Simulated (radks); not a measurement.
The numbers below are computed, except where a source is named.
Coulomb parameter of the 5d shell of the osmium ion Os2+ in the model configuration [Xe] 4f14 5d5 6p1, as a second difference U = [E(n + 0.25) + E(n - 0.25) - 2 E(n)] / (0.25)^2 with all orbitals relaxed. "Bare": the charge of the atom changes with n. "Screened": the 6p shell takes up the change at fixed total charge, which measures U(5d,5d) + U(6p,6p) - 2 U(5d,6p). Level of theory: scalar-relativistic Kohn-Sham, SCAN, spin-unpolarised, spherical densities, finite nucleus; meta-GGA in the generalised Kohn-Sham scheme; Fermi nuclear charge, rms radius 5.4126 fm (a radial shooting solver on a logarithmic mesh with Libxc functionals).

case                      configuration  E - E(n) (eV)
start                 [Xe] 4f14 5d5 6p1          0.000
bare +0.25         [Xe] 4f14 5d5.25 6p1         -6.302
bare -0.25         [Xe] 4f14 5d4.75 6p1          7.032
screened +0.25  [Xe] 4f14 5d5.25 6p0.75         -2.813
screened -0.25  [Xe] 4f14 5d4.75 6p1.25          2.934

U(bare) = 11.684 eV, U(screened by 6p) = 1.938 eV, against the Slater integral F0(5d,5d) = 15.066 eV with frozen orbitals.
